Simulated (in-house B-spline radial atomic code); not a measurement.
Successive ionisation energies of hafnium; each step leads to the configuration of the next row (after the last: [Kr] 4d2). NIST's values go from ground level to ground level; the uncertainty of those that are theory runs from under 0.1 % in few-electron ions to several per cent in heavy many-electron ones. Computed with a radial B-spline atomic code at the basis-set limit: non-relativistic Hartree-Fock, average of the configuration, point nuclei.

This level leaves out relativity, spin-orbit splitting included, which matters for heavy ions.

```tsv
ion	configuration	ionisation energy (eV)	tabulated value (eV)	computed minus tabulated (eV)	highest orbital	largest mean radius (bohr)
Hf21+	[Kr] 4d10 4f5	587.8	610	-22.2	4f	0.49546
Hf22+	[Kr] 4d10 4f4	632.5	650	-17.5	4f	0.49095
Hf23+	[Kr] 4d10 4f3	678.4	690	-11.6	4f	0.48646
Hf24+	[Kr] 4d10 4f2	725.5	730	-4.5	4f	0.482
Hf25+	[Kr] 4d10 4f1	773.6	772	1.6	4f	0.47765
Hf26+	[Kr] 4d10	?	?	?	?	?
Hf27+	[Kr] 4d9	1057.3	1047	10.3	4d	0.47144
Hf28+	[Kr] 4d8	?	?	?	?	?
Hf29+	[Kr] 4d7	1153.7	1146	7.7	4d	0.46571
Hf30+	[Kr] 4d6	?	?	?	?	?
Hf31+	[Kr] 4d5	1252.7	1245	7.7	4d	0.46016
Hf32+	[Kr] 4d4	1303.1	1311	-7.9	4d	0.4577
Hf33+	[Kr] 4d3	1354.1	1362	-7.9	4d	0.45525
```

Task: Fill in the row of Hf26+.

Result: ionisation energy (eV): 1010.0; tabulated value (eV): 1002; computed minus tabulated (eV): 8.0; highest orbital: 4d; largest mean radius (bohr): 0.47435.

Task: Fill in the row of Hf28+.

Result: ionisation energy (eV): 1105.2; tabulated value (eV): 1094; computed minus tabulated (eV): 11.2; highest orbital: 4d; largest mean radius (bohr): 0.46856.

Task: Fill in the row of Hf30+.

Result: ionisation energy (eV): 1202.9; tabulated value (eV): 1195; computed minus tabulated (eV): 7.9; highest orbital: 4d; largest mean radius (bohr): 0.46289.
